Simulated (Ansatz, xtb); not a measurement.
**Relative energy of two isomers of C2H8N2Si**

Structure I is `C=C[SiH](N)N`, a singlet and structure II is `C/C=N/[SiH2]N`, a singlet. Both are isolated molecules in the gas phase, relaxed with PBE0-D3(BJ)/def2-SVP; each stands in its lowest conformer found.

Which of the two would you expect CCSD(T)/def2-SVP + ΔMP2/def2-TZVPP electronic energies to favour?

Structure I; the calculation gives E(II) − E(I) = +0.481 eV.

Level by level:

```
                             level              geometry  E(II) − E(I) (eV)  departure from the last row (eV)  job, with rough time for the two
                          GFN2-xTB              GFN2-xTB              −0.782                            −1.263              optimisation, 0.58 s
                         HF/STO-3G              GFN2-xTB              −0.126                            −0.607              single point, 0.53 s
                r2SCAN-D4/def2-SVP              GFN2-xTB              +0.313                            −0.168               single point, 4.4 s
              PBE0-D3(BJ)/def2-SVP  PBE0-D3(BJ)/def2-SVP              +0.297                            −0.184                optimisation, 82 s
                       HF/def2-SVP  PBE0-D3(BJ)/def2-SVP              +0.275                            −0.206           part of the CCSD(T) run
                      MP2/def2-SVP  PBE0-D3(BJ)/def2-SVP              +0.255                            −0.226           part of the CCSD(T) run
                  CCSD(T)/def2-SVP  PBE0-D3(BJ)/def2-SVP              +0.236                            −0.245                      single point
CCSD(T)/def2-SVP + ΔMP2/def2-TZVPP  PBE0-D3(BJ)/def2-SVP              +0.481                                                  single point, 45 s
```

As drawn, II has 1 C–C, 1 C=N, 1 C–H, 1 Si–H in place of 1 C=C, 1 C–Si, 2 N–H.

GFN2-xTB, HF/STO-3G put the two in the other order. The largest departure from CCSD(T)/def2-SVP + ΔMP2/def2-TZVPP is that of GFN2-xTB, 1.263 eV. The last row adds to CCSD(T) the change of the MP2 difference between the two basis sets, here +0.245 eV, a large step that makes the value less sure.

With thermal terms from frequencies at re-optimised GFN2-xTB minima (ideal gas, soft modes damped towards free rotors, one conformer each, 298.15 K, 1 atm): the zero-point term adds −0.060 eV; ΔH is +0.419 and ΔG +0.412 eV.

The correlated steps freeze 9 core orbitals. Run with Ansatz 0.2.0, xtb 6.7.1; the last row on 2 threads of Intel(R) Xeon(R) Processor @ 2.70GHz on a shared host.
